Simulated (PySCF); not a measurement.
# $^{29}$Si chemical shifts

PySCF calculation with PBE0/pcSseg-1 with gauge-including orbitals and GFN2-xTB geometry; single conformer, no solvent, no relativistic terms, rapidly exchanging positions averaged.

Shieldings were converted by a linear fit to measured shifts: $^{29}$Si: δ = 279.94 − 0.822σ (rms 8.9 ppm, 72 shifts, 25.8 ppm with the 6 outliers that the fit left out vs TMS, solution or neat liquid). A few per cent of atoms miss by over 2 rms, more outside the fitted compound classes.

Q: Give the $^{29}$Si shifts of `N#C/C=C\C[SiH2]/C=C/[SiH3]`, `N[Si@H](C1=CCC1)C(F)(F)F`, `CCC#C[Si@H](S)SC`.

A: 
| compound | environment | δ (ppm) |
| --- | --- | --- |
| [N:1]#[C:2]/[CH:3]=[CH:4]\[CH2:5][SiH2:6]/[CH:7]=[CH:8]/[SiH3:9] | Si6: silicon bonded to 2 C, 2 H | -51.8 |
| [N:1]#[C:2]/[CH:3]=[CH:4]\[CH2:5][SiH2:6]/[CH:7]=[CH:8]/[SiH3:9] | Si9: silicon bonded to C, 3 H | -64.0 |
| N[Si@H](C1=CCC1)C(F)(F)F | silicon bonded to 2 C, N, H | -44.3 |
| CCC#C[Si@H](S)SC | silicon bonded to C, 2 S, H | -26.3 |

Q: Order these by $^{29}$Si shift, lowest first.
A. CS[Si@H](C)OC(C)(C)C
B. C[SiH2][C@H](C#N)CC(F)(F)F
C. CC(C)SC(C)(C)O[SiH3]
D. CC[C@@H](C)[Si@H](OC)SC
E. C=C/N=C/[C@@H]([SiH3])C(F)(F)F

A: E (-60.7 ppm, silicon bonded to C, 3 H), C (-47.2 ppm, silicon bonded to O, 3 H), B (-33.9 ppm, silicon bonded to 2 C, 2 H), A (-13.0 ppm, silicon bonded to C, O, S, H), D (0.1 ppm, silicon bonded to C, O, S, H).
